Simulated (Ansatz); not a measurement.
Born–Oppenheimer molecular dynamics of H4OSn (6 atoms, charge 0, multiplicity 1). It starts from a rough guess of a transition structure, not a stationary point.

All numbers below come from Ansatz 0.2.0, UKS B3LYP/def2-SVP.

```
ensemble                      : NVE (velocity Verlet)
time step                     : 0.5 fs
steps asked                   : 150
starting velocities drawn for : 1000 K
seed                          : 883280
```

First frame:

```xyz
6
Properties=species:S:1:pos:R:3
Sn -0.748 1.155 -0.330
H 0.857 -0.394 -0.038
O 0.922 -0.329 -0.996
H 0.083 -0.966 -0.291
H -1.244 -0.745 0.325
H 0.130 1.278 1.329
```

How far do the bonds stretch over the last three quarters of this one trajectory? (Pairs bonded in most of those frames.)


```json
{"bond": "Sn1–H5", "mean (Å)": "1.847", "spread (Å)": "0.116", "shortest": "1.63", "longest": "2.01"}
{"bond": "Sn1–H6", "mean (Å)": "1.815", "spread (Å)": "0.073", "shortest": "1.68", "longest": "1.92"}
{"bond": "H2–O3", "mean (Å)": "1.015", "spread (Å)": "0.077", "shortest": "0.86", "longest": "1.15"}
{"bond": "O3–H4", "mean (Å)": "1.038", "spread (Å)": "0.124", "shortest": "0.83", "longest": "1.23"}
```

Mean temperature of the second half: 3448 K. The conserved energy wandered by up to 5.6 meV per atom (net 0.1 meV per atom), which is poor conservation. The system heated up, since it started high on the potential surface and ran downhill. A run of 0.075 ps of so small a system gives no equilibrium averages. The orbitals stay closed-shell, which can raise the energy where a bond breaks towards radicals; this wasn't checked here.

Time of the run: 5.8 min on 1 thread of Intel(R) Xeon(R) CPU @ 2.60GHz (Ice Lake), on a shared host, peak memory 0.16 GiB.
